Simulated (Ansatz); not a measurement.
Consider the substitution at a C–Br bond: `F/C(Br)=C(/F)I` + H–F → `FC(F)=C(F)I` + HBr.

Isolated molecules relaxed with PBE0-D4/def2-TZVP in Ansatz; ΔE leaves out vibrations. CCSD(T)/CBS is the MP2 limit (def2-TZVPP, def2-QZVPP) plus CCSD(T) − MP2 in def2-TZVPP, frozen cores. This one scheme is used for every species. Functionals use def2-TZVPP. Elements past krypton have def2 core potentials. For Br, I outer-core shells are correlated without core-valence functions, which leaves a few kJ/mol of doubt a bond. Scalar relativity is left out up to krypton.

| level | ΔE (eV) |
| --- | --- |
| PBE | 0.09 |
| BLYP | 0.04 |

(1) What does CCSD(T)/CBS give? (An estimate is asked.)

Largest T1 diagnostic among the species: 0.012.

Answers

(1) Ansatz gave: +0.23 eV. The listed levels differ from it by -0.14, -0.19 eV.

In def2-TZVPP, CCSD(T) changes the Hartree–Fock value by +0.32 eV (the triples alone add +0.05 eV) and MP2 by +0.48 eV. At CCSD(T), def2-SVP lies −0.37 eV from the extrapolated value and def2-TZVPP −0.06 eV. The D4 term adds +0.08 eV with B3LYP and +0.04 eV with PBE0; it sums over pairs of atoms, weighted by their polarisabilities, and B3LYP, whose exchange is more repulsive, gets the larger term.

B3LYP here is the variant with VWN-RPA as its local correlation; programs differ in this.
